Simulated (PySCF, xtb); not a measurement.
Ge(H)2(vinyl)(NH2) (C2H7GeN), SMILES C=[CH][GeH2][NH2]. The values are those of a single conformer.

Harmonic wavenumbers (cm⁻¹) from GFN2-xTB in xtb at its own minimum, in rising order: 56, 158, 177, 255, 425, 479, 540, 566, 638, 651, 730, 802, 821, 914, 991, 1029, 1252, 1406, 1504, 1660, 1961, 2022, 3009, 3060, 3084, 3416, 3440.

Q: What does PBE-D3(BJ)/def2-SVP (PySCF) give at its own minimum? (The exact figures need the calculation; the answer reports its results.)

A: 76, 164, 175, 257, 439, 498, 560, 578, 669, 692, 779, 813, 914, 936, 968, 999, 1221, 1365, 1505, 1616, 2071, 2083, 3039, 3066, 3130, 3427, 3522. Paired by order, the mean absolute difference is 32 cm⁻¹ and the zero-point energies are 50.1 and 50.8 kcal/mol.
